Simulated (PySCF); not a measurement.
## Solvent effects on NMR parameters

Mapped SMILES: `[F:1][C@:2]12[CH2:3][CH2:4][C@H:5]([CH2:6][CH2:7]1)[CH2:8]2`. Hydrogens are named by the atom that carries them. Ha(C6), Ha(C7) are cis to C4 on the ring; Ha(C3), Ha(C4) are cis to C6 on the ring; Hb(C6), Hb(C7) are trans to C4 on the ring; Hb(C3), Hb(C4) are trans to C6 on the ring.

GIAO PBE0/pcSseg-1 in PySCF 2.14 on one PBE0-D3(BJ)/def2-SVP conformer, non-relativistic, equivalent nuclei averaged. Solvents enter as an IEF-PCM continuum (chloroform with ε = 4.7, water with ε = 78.4) around the gas-phase geometry. Shifts are referred to CFCl3, TMS computed in the same medium.

Gas phase, δ in ppm: F1 -207.0, C2 102.1, C8 42.8, C5 35.2, C3/C7 34.9, C4/C6 31.8, Hb(C3)/Hb(C7) 1.78, Hb(C4)/Hb(C6) 1.76, H(C5) 1.71, Ha(C3)/Ha(C7) 1.45, H(C8) 1.34, Ha(C4)/Ha(C6) 1.29. Dipole moment 1.89 D.

Q: How does each δ change in the continuum?

A: 
| atoms | environment | Δδ, chloroform | Δδ, water |
| --- | --- | --- | --- |
| F1 | fluorine on an sp3 carbon | -2.4 | -3.2 |
| C2 | fully substituted sp3 carbon bonded to F | +1.7 | +2.5 |
| C8 | sp3 CH2 in a ring | +0.3 | +0.4 |
| C5 | sp3 CH in a ring | +0.7 | +1.0 |
| C3/C7 | sp3 CH2 in a ring | +0.4 | +0.5 |
| C4/C6 | sp3 CH2 in a ring | +0.4 | +0.6 |
| Hb(C3)/Hb(C7) | hydrogen on an sp3 CH2 in a ring | -0.01 | -0.02 |
| Hb(C4)/Hb(C6) | hydrogen on an sp3 CH2 in a ring | +0.05 | +0.08 |
| H(C5) | hydrogen on an sp3 CH in a ring | +0.07 | +0.10 |
| Ha(C3)/Ha(C7) | hydrogen on an sp3 CH2 in a ring | +0.06 | +0.08 |
| H(C8) | hydrogen on an sp3 CH2 in a ring | +0.05 | +0.07 |
| Ha(C4)/Ha(C6) | hydrogen on an sp3 CH2 in a ring | +0.06 | +0.09 |

Changes are relative to the gas phase. The dipole moment becomes 2.24 D in chloroform, 2.40 D in water.

Q: Which nuclei move most (in ppm), and what does the model miss?

A: F1 (fluorine on an sp3 carbon, -3.2 ppm) in water. A continuum only polarises the solute; specific hydrogen bonds, the anisotropy of aromatic solvents and changes of geometry or conformer are outside it.
